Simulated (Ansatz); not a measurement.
`[CH3][Al]([Cl])[Cl]` + `C[SeH]` → `C[Se][Al]([Cl])[Cl]` + CH₄  (ligand exchange at the Al–C bond)

Computed with Ansatz on PBE0-D4/def2-TZVP structures; ΔE is electronic, products minus reactants. CCSD(T)/CBS adds triple-zeta CCSD(T) − MP2 to the extrapolated MP2 energy (def2 sets, frozen cores). This one scheme is used for every species. DFT in def2-TZVPP. HSE06 is defined as in plane-wave codes. For Se outer-core shells are correlated without core-valence functions, which leaves a few kJ/mol of doubt a bond. Scalar relativity is left out up to krypton. Each species was taken in one conformer, which may not be the lowest.

Task: Is it downhill or uphill in electronic energy at CCSD(T)/CBS, and by how much? (An estimate is asked.)

Result: The calculation gave: Downhill: ΔE = -115.7 kJ/mol.

Task: What do these levels give: r2SCAN-D4, r2SCANh-D4, HSE06-D4, B2PLYP, BLYP, r2SCAN0, LC-ωPBE, CCSD/def2-SVP, CCSD(T)/def2-SVP, HF/def2-TZVPP, CCSD/def2-TZVPP, MP2/CBS(def2)? (An estimate is asked.)

Result: The calculation gave: r2SCAN-D4 -114.6, r2SCANh-D4 -115.0, HSE06-D4 -114.4, B2PLYP -110.8, BLYP -103.6, r2SCAN0 -114.0, LC-ωPBE -104.7, CCSD/def2-SVP -112.2, CCSD(T)/def2-SVP -113.7, HF/def2-TZVPP -111.2, CCSD/def2-TZVPP -110.0, MP2/CBS(def2) -121.8 kJ/mol.

Largest T1 diagnostic among the species: 0.009.

Leaving LDA and LC-ωPBE aside and taking each functional with its dispersion term where it has one, the values, not all of them listed here, spread over 9.2 kJ/mol, from BHLYP-D4 to ωB97M-V. The D4 term adds −7.3 kJ/mol with B3LYP and −4.1 kJ/mol with PBE0; it sums over pairs of atoms, weighted by their polarisabilities, and B3LYP, whose exchange is more repulsive, gets the larger term. From BLYP to BHLYP (50 % exact exchange), in def2-TZVPP and without D4, ΔE moves by −5.3 kJ/mol.

B3LYP here is the variant with VWN-RPA as its local correlation; programs differ in this.
